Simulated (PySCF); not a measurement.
## A series of derivatives of Cl[SiH]1COCCO1

Parent skeleton `[Cl:1][SiH:2]1[CH2:3][O:4][CH2:5][CH2:6][O:7]1`; one hydrogen on atom 6 is replaced by X. Hydrogens on one atom are averaged.

- GIAO PBE0/pcSseg-1 shieldings
- structure optimised with GFN2-xTB
- program: PySCF
- gas phase, non-relativistic Hamiltonian, one computed conformer, averaged over atoms made equivalent by symmetry, fast rotation or ring inversion

δ = σ(ref) − σ, references computed at the same level: ³⁵Cl (σ = 949.78 ppm) against HCl; ²⁹Si (σ = 349.16 ppm) and ¹³C (σ = 186.93 ppm) and ¹H (σ = 31.72 ppm) vs TMS; ¹⁷O (σ = 336.08 ppm) vs H2O.

Question: Give δ (ppm) for X = iPr, vinyl, CH2SiH3, cPr, OCH3, CHCl2, OC2H5, OCHO, C2H5.

Answer: 
| X | SMILES | Cl1 | Si2 | C3 | O4 | C5 | C6 | O7 | H(Si2) | H(C3) |
| --- | --- | --- | --- | --- | --- | --- | --- | --- | --- | --- |
| iPr | CC(C)[C@@H]1COC[Si@H](Cl)O1 | 29.5 | -18.7 | 66.6 | 17.0 | 76.4 | 84.7 | 68.1 | 5.44 | 3.62 |
| vinyl | C=C[C@@H]1COC[Si@@H](Cl)O1 | 28.1 | -23.0 | 68.3 | 9.0 | 76.6 | 79.9 | 51.2 | 5.62 | 3.69 |
| CH2SiH3 | [SiH3]C[C@@H]1COC[Si@H](Cl)O1 | 26.1 | -17.5 | 66.2 | 25.8 | 80.1 | 76.7 | 74.6 | 5.42 | 3.65 |
| cPr | Cl[Si@@H]1COC[C@H](C2CC2)O1 | 27.4 | -18.6 | 67.1 | 20.4 | 77.6 | 85.5 | 71.7 | 5.42 | 3.65 |
| OCH3 | CO[C@@H]1COC[Si@@H](Cl)O1 | 31.4 | -14.9 | 67.4 | 9.6 | 74.6 | 101.0 | 87.8 | 5.44 | 3.71 |
| CHCl2 | ClC(Cl)[C@@H]1COC[Si@H](Cl)O1 | 27.0 | -15.7 | 66.7 | 4.1 | 71.2 | 81.0 | 68.0 | 5.44 | 3.67 |
| OC2H5 | CCO[C@@H]1COC[Si@@H](Cl)O1 | 30.2 | -14.5 | 67.5 | 10.3 | 75.0 | 94.8 | 88.5 | 5.45 | 3.73 |
| OCHO | O=CO[C@@H]1COC[Si@H](Cl)O1 | 24.8 | -15.3 | 66.2 | 12.4 | 74.1 | 90.7 | 95.7 | 5.51 | 3.65 |
| C2H5 | CC[C@@H]1COC[Si@H](Cl)O1 | 29.1 | -18.2 | 67.1 | 19.8 | 78.6 | 80.7 | 65.6 | 5.45 | 3.65 |

Question: Which position responds most, and to which substituents?

Answer: O7: from 51.2 ppm with vinyl to 95.7 ppm with OCHO.

Experimental scales use liquid or dissolved standards, which lie at an offset from isolated H2O (liquid H2O: subtract about 36 ppm).
